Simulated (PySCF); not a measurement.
## Spinor energies of Er⁴⁰⁺ (erbium, charge +40)

Start: [Ar] 3d10. Calculated with PySCF 2.14 in an uncontracted even-tempered set (18 s from 2.9 bohr⁻², ratio 2.6; 15 p from 3.8 bohr⁻², ratio 2.6; 10 d from 3.8 bohr⁻², ratio 2.6; 5 f from 3.9 bohr⁻², ratio 2.8): generalised Hartree-Fock with the X2C-1e Hamiltonian and a Gaussian nucleus; spin-orbit coupling (SO) screened by Boettger's factors.

```tsv
spinor shell	electrons	ε, screened SO (eV)	weight of nominal j (screened SO)	rms radius, screened SO (bohr)
1s1/2	2	-59616.1	1.000	0.0231
2s1/2	2	-11635.8	1.000	0.0933
2p1/2	2	-11159.6	1.000	0.0796
2p3/2	4	-10233.2	1.000	0.0863
3s1/2	2	-3960.5	1.000	0.236
3p1/2	2	-3754.6	1.000	0.226
3p3/2	4	-3547.6	1.000	0.239
3d3/2	4	-3207.7	1.000	0.211
3d5/2	6	-3162.5	1.000	0.214
```

| quantity | screened SO |
| --- | --- |
| E (hartree) | -12074.49069 |
| M_J | 0 |
| ⟨J²⟩ | 0.000 |
| ⟨L²⟩ | 0.042 |
| ⟨S²⟩ | 0.042 |

Breit and QED terms are absent; they matter most for the inner s and p1/2 levels.

Densities and radii are taken from the X2C orbitals without a picture-change correction, which distorts them close to the nucleus.
